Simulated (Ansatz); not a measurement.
`CO[Si]Br` + silanol → `[SiH3]O[Si]Br` + CH₃OH at 500 K and 1 bar (ligand exchange at the Si–O bond).

Isolated molecules relaxed with PBE0-D4/def2-TZVP in Ansatz; ΔE leaves out vibrations. CBS: MP2 limit from def2 TZ/QZ plus the TZ coupled-cluster correction, frozen cores. This one scheme is used for every species. For Br outer-core shells are correlated without core-valence functions, which leaves a few kJ/mol of doubt a bond. Scalar relativity is left out up to krypton. Each species was taken in one conformer, which may not be the lowest.

```tsv
species	CCSD(T)/CBS energy (Eh)	H − E (kJ/mol)	S (J/(mol·K))
`CO[Si]Br`	-2977.47730	149.8	378.2
`O[SiH3]`	-366.69042	127.5	292.9
`[SiH3]O[Si]Br`	-3228.55316	121.4	404.8
CH₃OH	-115.61712	157.0	265.4
```

H − E and S are ideal-gas, rigid-rotor, harmonic terms from PBE0-D4/def2-TZVP, for one conformer and one mirror image of each species. 1 Eh = 2625.50 kJ/mol, R = 8.31446 J/(mol·K).

Task: By hand: ΔE, ΔH, ΔS and ΔG.

Result: ΔE = (-3228.55316) + (-115.61712) − (-2977.47730) − (-366.69042) = -0.00256 Eh = -6.7 kJ/mol. Δ(H − E) = 121.4 + 157.0 − 149.8 − 127.5 = 1.1, so ΔH = -5.6 kJ/mol. ΔS = 404.8 + 265.4 − 378.2 − 292.9 = -0.9 J/(mol·K). ΔG = -5.6 − 500 × (-0.9)/1000 = -5.1 kJ/mol.

Task: By hand: the equilibrium constant, and the temperature at which ΔG would vanish if ΔH and ΔS stayed fixed.

Result: log₁₀ K = −ΔG/(RT ln 10) = 0.5. ΔG = 0 at ΔH/ΔS = 6222 K, far beyond where these terms or the molecules hold.

The number of gas molecules stays the same, so ΔS is small and ΔH decides. The sign of ΔG lies within the doubt. A doubt of 5 kJ/mol in ΔE shifts log₁₀ K by 0.5 here. Other conformers and mirror images would add mixing entropy, several J/(mol·K) or more a flexible species. These are equilibria of isolated gas molecules and say nothing of rates. Largest T1 diagnostic: 0.012 (customary marks: 0.02 for closed shells, 0.045 for open ones).
